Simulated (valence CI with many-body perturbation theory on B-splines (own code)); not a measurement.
Mn3+: what each term of the Hamiltonian does

Calculated by relativistic CI+MBPT: four valence electrons over a frozen Dirac-Fock core [Ar], radial functions for each j: 9 s, 9 p, 10 d, 8 f, 5 g, 3 h, 1 i, with the one-electron correlation potential Σ1, the two-electron term Σ2, the three-electron term Σ3, Breit, model QED; selected CI, second order for the rest, scaled by the run's own slope (own B-spline code, finite nucleus).

Against 35 measured levels this calculation errs by 1573 cm⁻¹ on average and by 4245 at most. These come from a selection out of Corliss and Sugar, J. Phys. Chem. Ref. Data 6, 1253 (1977). Levels without a partner in it may be off by more, other configurations by 1,000 to 8,000 cm⁻¹. Among the levels kept, up to 290 cm⁻¹ of a level comes from second order outside the variational space, and about a tenth of that is noise between levels of different J, which matters for small intervals. Only levels of the ground parity were solved; by the run's estimate the other parity begins above the list, which can be wrong where configurations are misplaced.

Each rung adds one term. CI alone is the Dirac-Coulomb CI over the frozen core; QED comes last and gives the full result, which names the levels. Energies are above 3d4 5D_0 on the same rung, in eV. A blank means that the level has no clear partner on that rung.

Letters in brackets count levels of one name in rising energy.

| Level | CI alone | Σ1 | Σ2 | Σ3 | Breit | QED | Full |
| --- | --- | --- | --- | --- | --- | --- | --- |
| 3d4 5D_1 | 0.0115 | +0.0011 | +0.0017 | 0.0000 | -0.0021 | +0.0001 | 0.0123 |
| 3d4 5D_2 | 0.0326 | +0.0036 | +0.0049 | +0.0001 | -0.0060 | +0.0002 | 0.0353 |
| 3d4 5D_3 | 0.0628 | +0.0073 | +0.0096 | +0.0001 | -0.0121 | +0.0003 | 0.0680 |
| 3d4 5D_4 | 0.1013 | +0.0117 | +0.0156 | 0.0000 | -0.0201 | +0.0005 | 0.1089 |
| 3d4 3H_4 | 2.525 | +0.0637 | -0.0314 | -0.0167 | -0.0098 | +0.0003 | 2.531 |
| 3d4 3H_5 | 2.549 | +0.0667 | -0.0283 | -0.0165 | -0.0170 | +0.0004 | 2.554 |
| 3d4 3H_6 | 2.576 | +0.0700 | -0.0246 | -0.0165 | -0.0264 | +0.0005 | 2.580 |
| 3d4 3P_0 [a] | 2.410 | +0.0578 | +0.1249 | +0.0075 | +0.0073 | -0.0001 | 2.607 |
| 3d4 3P_1 [a] | 2.474 | +0.0655 | +0.1342 | +0.0097 | -0.0008 | +0.0002 | 2.683 |
| 3d4 3P_2 [a] |  |  |  | +0.0054 | -0.0131 | +0.0006 | 2.810 |
| 3d4 3F_2 [a] |  |  |  | -0.0193 | -0.0118 | +0.0005 | 2.817 |
| 3d4 3F_3 [a] | 2.733 | +0.0720 | +0.0551 | -0.0264 | -0.0107 | +0.0005 | 2.824 |
| 3d4 3F_4 [a] | 2.748 | +0.0733 | +0.0535 | -0.0269 | -0.0139 | +0.0005 | 2.835 |
| 3d4 3G_3 | 3.105 | +0.0776 | -0.0399 | -0.0371 | -0.0082 | +0.0004 | 3.098 |
| 3d4 3G_4 | 3.133 | +0.0809 | -0.0349 | -0.0370 | -0.0166 | +0.0005 | 3.126 |
| 3d4 3G_5 | 3.160 | +0.0836 | -0.0343 | -0.0371 | -0.0230 | +0.0007 | 3.150 |
| 3d4 1I_6 | 3.832 | +0.0973 | -0.0518 | -0.0498 | -0.0233 | +0.0006 | 3.805 |
| 3d4 1G_4 [a] | 3.818 | +0.0985 | +0.0879 | -0.1625 | -0.0160 | +0.0006 | 3.826 |
| 3d4 3D_3 | 3.951 | +0.0946 | -0.0655 | -0.0665 | -0.0115 | +0.0005 | 3.903 |

The middle columns are the shifts that each term adds.

Problem. How does the ionisation energy move along the ladder, and which term matters most?

Solution. CI alone 46.523, + Σ1 47.947, + Σ2 50.722, + Σ3 50.721, + Breit 50.730, + QED 50.732 eV. The largest step is Σ2, 2.776 eV. NIST lists 51.21 ± 0.12 eV (semi-empirical), further off than its uncertainty and the later steps.
